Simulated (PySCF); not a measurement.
InH₃, SMILES [InH3]. Heavy atoms are numbered as in [InH3:1]. Hydrogens are named by the atom that carries them.

Geometry optimised at B3LYP-D3(BJ)/def2-TZVPD. The def2 effective core potentials stand for the cores of In; spin–orbit coupling is left out.

All values below come from ωB97X/def2-TZVPD run with PySCF.

Mulliken values depend strongly on the basis, most of all with diffuse functions as here. ESP charges are fitted to the potential on shells at 1.4 to 2.0 van der Waals radii. Atomic charges (e), one atom of each kind:

| atom | Mulliken | ESP fit |
|---|---|---|
| In1 (InH3) | 0.60 | 0.74 |
| H on In1 | -0.20 | -0.25 |
